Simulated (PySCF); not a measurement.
Mayer bond orders and bond lengths

C4H14FNSi2.
Atom-mapped SMILES: `[CH3:1][NH:2][C:3]([CH3:4])([CH3:5])[SiH2:6][SiH2:7][F:8]` (hydrogens: H9, H10, H11 on C1; H12 on N2; H13, H14, H15 on C4; H16, H17, H18 on C5; H19, H20 on Si6; H21, H22 on Si7)

Cartesian coordinates in Å at the GFN2-xTB level; atoms count from 1:
```
atom  x, y, z in Å
C1    -1.4634    1.2762    0.8562
N2    -0.6308    0.1014    1.0080
C3    -0.3033   -0.6379   -0.2158
C4    -1.5218   -0.9849   -1.0730
C5     0.3610   -1.9391    0.2347
Si6    0.9895    0.4326   -1.1555
Si7    2.2908    1.4179    0.4658
F8     3.5727    2.0385   -0.3079
H9    -2.4945    1.0624    0.5423
H10   -1.0149    1.9454    0.1224
H11   -1.5012    1.7944    1.8153
H12   -1.0663   -0.5259    1.6805
H13   -1.2126   -1.6062   -1.9098
H14   -2.2643   -1.5353   -0.4921
H15   -1.9905   -0.0905   -1.4760
H16    1.2005   -1.7302    0.8943
H17    0.7204   -2.5031   -0.6223
H18   -0.3490   -2.5652    0.7781
H19    0.2916    1.3852   -2.0420
H20    1.6898   -0.4501   -2.1080
H21    2.9258    0.5423    1.4488
H22    1.7599    2.5916    1.1544
```

Bond orders from the PBE0/pcSseg-1 density (PySCF). Geometry: GFN2-xTB, one conformer, isolated molecule.

Where do the orders between heavy atoms depart from those drawn in the SMILES?

The largest departure is 0.176, at C3–Si6 (drawn single, 0.824). Drawn single, order below 0.88: C3–Si6 (0.824).

Give the Mayer order of every bond between heavy atoms, beside its length.

```
   bond  drawn as  length (Å)  Mayer order
  C1–N2    single       1.448        0.989
  N2–C3    single       1.467        0.961
  C3–C4    single       1.530        1.003
  C3–C5    single       1.529        1.030
 C3–Si6    single       1.924        0.824
Si6–Si7    single       2.301        0.891
 Si7–F8    single       1.621        0.882
```

Bonds between the same two heavy elements. C–N: lowest N2–C3 (0.961, 1.467 Å), highest C1–N2 (0.989, 1.448 Å). C–C: lowest C3–C4 (1.003, 1.530 Å), highest C3–C5 (1.030, 1.529 Å).

And the bonds to hydrogen?

C–H: 0.95 to 0.97 (9 bonds); H–N: 0.93 (1 bond); H–Si: 0.91 to 0.95 (4 bonds).

Sum the orders of all bonds at each heavy atom with more than one neighbour and set the sums beside the valence in the SMILES.

C1 3.865 (drawn 4), N2 2.881 (drawn 3), C3 3.818 (drawn 4), C4 3.872 (drawn 4), C5 3.901 (drawn 4), Si6 3.609 (drawn 4), Si7 3.591 (drawn 4). Orders between atoms that aren't bonded are not in these sums.

Mayer orders depend on the basis set.
